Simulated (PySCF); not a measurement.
Telling isomers of C5H11FSi apart by NMR

[PySCF 2.14: GIAO PBE0/pcSseg-1 shieldings; GFN2-xTB geometry; rapidly exchanging positions averaged; single conformer; in vacuum; relativity neglected]

Shifts are taken against calculated references (same method and geometry level): ¹H (σ = 31.72 ppm), ¹³C (σ = 186.93 ppm) vs TMS. Splittings of carbon signals by F and P are missing where no couplings were computed. Where no couplings were computed, multiplicities follow the n + 1 count of equivalent neighbours, and m marks all less simple cases (inequivalent or close neighbours, rings, F or P nearby). Shifts are as computed. Against solution values, carbons near 30 ppm lie about +3 ppm off and those near 130 ppm about +5 ppm. Of 1309 compounds with measured shifts, 239 miss one by over three times the rms of a fit or turn the order of signals round; such compounds aren't used in these exercises.

(1) Tabulate the signals of `CC(C)[C@@H]1[SiH2][C@@H]1F`, `CC1(C)C[C@H](F)[SiH2]1`, `CC/C=C/[SiH2]CF`, `CC/C(=C\[SiH3])CF` and their relative energies.

(2) What is the quickest way to tell CC(C)[C@@H]1[SiH2][C@@H]1F from CC/C=C/[SiH2]CF?

(3) What is the quickest way to tell CC1(C)C[C@H](F)[SiH2]1 from CC/C(=C\[SiH3])CF?

(4) What is the quickest way to tell CC(C)[C@@H]1[SiH2][C@@H]1F from CC/C(=C\[SiH3])CF?

## Answers

(1) 
```json
{"SMILES": "CC(C)[C@@H]1[SiH2][C@@H]1F", "carbon types": "3×CH 2×CH3", "δC": "81.3, 29.5, 28.7, 28.3, 26.9", "δH": "5.53 (m, 1H), 2.74 (m, 1H), 2.55 (m, 1H), 1.70 (m, 1H), 1.26 (d, 3H), 1.24 (d, 3H), 0.92 (m, 1H)", "E rel. (kcal/mol)": "13.0"}
{"SMILES": "CC1(C)C[C@H](F)[SiH2]1", "carbon types": "1×C 1×CH 1×CH2 2×CH3", "δC": "85.7, 50.6, 31.9, 31.1, 23.2", "δH": "5.38 (m, 1H), 4.63 (m, 1H), 4.58 (m, 1H), 2.58 (m, 1H), 2.40 (m, 1H), 1.32 (s, 3H), 1.20 (s, 3H)", "E rel. (kcal/mol)": "0.0"}
{"SMILES": "CC/C=C/[SiH2]CF", "carbon types": "2×CH 2×CH2 1×CH3", "δC": "164.1, 125.9, 79.8, 37.4, 16.7", "δH": "6.55 (m, 1H), 6.23 (m, 1H), 4.99 (m, 2H), 4.37 (m, 2H), 2.27 (m, 2H), 1.11 (t, 3H)", "E rel. (kcal/mol)": "0.2"}
{"SMILES": "CC/C(=C\\[SiH3])CF", "carbon types": "1×C 1×CH 2×CH2 1×CH3", "δC": "169.2, 113.3, 87.7, 29.3, 16.6", "δH": "6.08 (m, 1H), 5.18 (m, 2H), 4.22 (d, 3H), 2.02 (q, 2H), 1.15 (t, 3H)", "E rel. (kcal/mol)": "0.2"}
```

Energies are electronic energies at PBE0/pcSseg-1 on these geometries, without zero-point or thermal terms, each for the one conformer computed, which needn't be the lowest.

(2) Both give the same number of carbon signals, but DEPT or the intensities differ. The first has a three-membered-ring carbon (CH) at 29.5 ppm, the second an alkene CH at 164.1 ppm. Their most deshielded carbons lie at 81.3 and 164.1 ppm. In the proton spectra the most deshielded non-exchanging signals are 5.53 (m, 1H) and 6.55 (m, 1H).

(3) Both give the same number of carbon signals, but DEPT or the intensities differ. The first has a fully substituted sp3 carbon bonded to Si (C) at 23.2 ppm, the second a fully substituted alkene carbon (C) at 169.2 ppm. Their most deshielded carbons lie at 85.7 and 169.2 ppm. In the proton spectra the most deshielded non-exchanging signals are 5.38 (m, 1H) and 6.08 (m, 1H).

(4) Both give the same number of carbon signals, but DEPT or the intensities differ. The first has a three-membered-ring carbon (CH) at 29.5 ppm, the second a fully substituted alkene carbon (C) at 169.2 ppm. Their most deshielded carbons lie at 81.3 and 169.2 ppm. In the proton spectra the most deshielded non-exchanging signals are 5.53 (m, 1H) and 6.08 (m, 1H).
